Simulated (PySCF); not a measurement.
Bonds (- single, = double, # triple, : aromatic): C1-O2 1.415 Å, O2-C3 1.339 Å, C3=O4 1.205 Å, C3-C5 1.468 Å, C5:C6 1.377 Å, C6:C7 1.416 Å, C7:C8 1.375 Å, C8:S9 1.711 Å, S9:C5 1.726 Å. C1 carries H10, H11, H12; C6 carries H13; C7 carries H14; C8 carries H15.

Geometry: PBE0-D3(BJ)/def2-SVP; GIAO shifts from PySCF, gas phase, non-relativistic, averaged over equivalent atoms.

At HF/pcSseg-1 (190 basis functions, 14 s wall time on 1 thread of an Arm Neoverse V1, shared host):
```tsv
atoms	δ (ppm)
C3	169.3
C8	149.3
C6	146.7
C5	139.2
C7	130.8
C1	48.9
O4	386.3
O2	137.8
S9	185.7
H13	8.42
H15	7.64
H14	7.15
H10/H11/H12	3.76
```

References, each an isolated molecule treated in the same way: TMS for 13C (σref 190.85) and 1H (σref 31.69); 17O (σref 333.31) vs H2O; 33S (σref 513.52) against CS2.

Task: What do these become at PBE0/pcSseg-1?

Result: 
```tsv
atoms	δ at PBE0/pcSseg-1	change
C3	165.1	-4.2
C8	140.3	-9.0
C6	140.2	-6.5
C5	139.9	+0.7
C7	132.1	+1.3
C1	52.0	+3.1
O4	403.1	+16.8
O2	178.5	+40.7
S9	231.1	+45.4
H13	8.06	-0.36
H15	7.29	-0.35
H14	7.17	+0.02
H10/H11/H12	3.79	+0.03
```

Scale: 13C (184.41 ppm), 1H (31.27 ppm) against TMS; 17O (334.56 ppm) against H2O; 33S (495.66 ppm) vs CS2 (reference shieldings calculated alike).

The largest change is at S9 (aromatic ring sulfur). Cost: 190 basis functions, 28 s wall time on 1 thread of an Arm Neoverse V1, shared host. The order of the carbon signals is the same at both levels.

Unscaled 17O shifts of doubly bonded oxygen tend to come out too high, by tens of ppm or more. Experimental scales use liquid or dissolved standards, which lie at an offset from isolated H2O (liquid H2O: subtract about 36 ppm).
